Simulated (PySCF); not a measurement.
**Telling isomers of C8H12 apart by NMR**

One computed conformer, relativity neglected, gas phase, averaged over atoms made equivalent by symmetry, fast rotation or ring inversion. GFN2-xTB geometry; NMR shieldings at PBE0/pcSseg-1/GIAO; PySCF 2.14.

References, each an isolated molecule treated in the same way: TMS for $^{1}$H (σ = 31.72 ppm) and $^{13}$C (σ = 186.93 ppm). Where no couplings were computed, multiplicities follow the n + 1 count of equivalent neighbours, and m marks all less simple cases (inequivalent or close neighbours, rings, F or P nearby). Shifts are as computed. Against solution values, carbons near 30 ppm lie about +3 ppm off and those near 130 ppm about +5 ppm. Of 1211 compounds with measured shifts, 218 miss one by over three times the rms of a fit or turn the order of signals round; such compounds aren't used in these exercises.

(1) Tabulate the signals of `CCCC1=CC=CC1`, `CC1(C)[C@@H]2[C@@H]3C[C@H]1[C@@H]32`, `C=C/C=C/C1CCC1`, `CC1=CC=C[C@@H](C)C1`, `CC1=CCC=C[C@H]1C` and their relative energies.

(2) What is the quickest way to tell CCCC1=CC=CC1 from C=C/C=C/C1CCC1?

(3) What is the quickest way to tell CC1(C)[C@@H]2[C@@H]3C[C@H]1[C@@H]32 from CC1=CC=C[C@@H](C)C1?

(4) What is the quickest way to tell CC1(C)[C@@H]2[C@@H]3C[C@H]1[C@@H]32 from C=C/C=C/C1CCC1?

## Answers

(1) 
```json
{"SMILES": "CCCC1=CC=CC1", "carbon types": "1×C 3×CH 3×CH2 1×CH3", "δC": "160.1, 140.1, 139.0, 134.3, 46.2, 39.3, 32.2, 17.6", "δH": "6.65 (m, 1H), 6.52 (m, 1H), 6.44 (d, 1H), 2.94 (m, 2H), 2.42 (t, 2H), 1.46 (m, 2H), 1.11 (t, 3H)", "E rel. (kcal/mol)": "4.1"}
{"SMILES": "CC1(C)[C@@H]2[C@@H]3C[C@H]1[C@@H]32", "carbon types": "1×C 4×CH 1×CH2 2×CH3", "δC": "48.5, 45.5, 34.0, 33.0, 31.0, 28.7, 23.9, 22.3", "δH": "2.90 (m, 1H), 2.46 (m, 1H), 1.88 (m, 1H), 1.73 (m, 1H), 1.63 (m, 1H), 1.62 (m, 1H), 1.40 (s, 3H), 0.97 (s, 3H)", "E rel. (kcal/mol)": "38.4"}
{"SMILES": "C=C/C=C/C1CCC1", "carbon types": "4×CH 4×CH2", "δC": "150.7, 145.8, 137.0, 122.4, 40.0, 28.8, 17.1", "δH": "6.52 (m, 1H), 6.14 (m, 1H), 5.99 (m, 1H), 5.39 (m, 1H), 5.28 (m, 1H), 2.89 (m, 1H), 2.29 (m, 2H), 1.99 (m, 1H), 1.90 (m, 2H), 1.85 (m, 1H)", "E rel. (kcal/mol)": "28.0"}
{"SMILES": "CC1=CC=C[C@@H](C)C1", "carbon types": "1×C 4×CH 1×CH2 2×CH3", "δC": "141.5, 136.4, 130.5, 125.3, 38.2, 31.4, 27.5, 19.1", "δH": "6.14 (m, 1H), 6.01 (m, 1H), 5.97 (m, 1H), 2.61 (m, 1H), 2.13 (m, 1H), 1.90 (s, 3H), 1.74 (m, 1H), 0.91 (d, 3H)", "E rel. (kcal/mol)": "0.0"}
{"SMILES": "CC1=CCC=C[C@H]1C", "carbon types": "1×C 4×CH 1×CH2 2×CH3", "δC": "146.4, 140.1, 132.1, 126.7, 39.6, 31.7, 25.0, 22.6", "δH": "6.20 (m, 1H), 6.05 (m, 1H), 5.79 (m, 1H), 2.90 (m, 1H), 2.72 (m, 1H), 2.50 (m, 1H), 1.90 (s, 3H), 1.06 (d, 3H)", "E rel. (kcal/mol)": "2.7"}
```

Energies are electronic energies at PBE0/pcSseg-1 on these geometries, without zero-point or thermal terms, each for the one conformer computed, which needn't be the lowest.

(2) Count the carbon signals: 8 against 7. The first has a fully substituted alkene carbon (C) at 160.1 ppm, the second a terminal =CH2 carbon at 122.4 ppm. Their most deshielded carbons lie at 160.1 and 150.7 ppm.

(3) Both give the same number of carbon signals, with the same numbers of each carbon type, so the positions decide. The first has a quaternary sp3 carbon in a ring (C) at 45.5 ppm, the second a fully substituted alkene carbon (C) at 141.5 ppm. Their most deshielded carbons lie at 48.5 and 141.5 ppm. In the proton spectra the most deshielded non-exchanging signals are 2.90 (m, 1H) and 6.14 (m, 1H).

(4) Count the carbon signals: 8 against 7. The first has a quaternary sp3 carbon in a ring (C) at 45.5 ppm, the second an alkene CH at 150.7 ppm. Their most deshielded carbons lie at 48.5 and 150.7 ppm. In the proton spectra the most deshielded non-exchanging signals are 2.90 (m, 1H) and 6.52 (m, 1H).
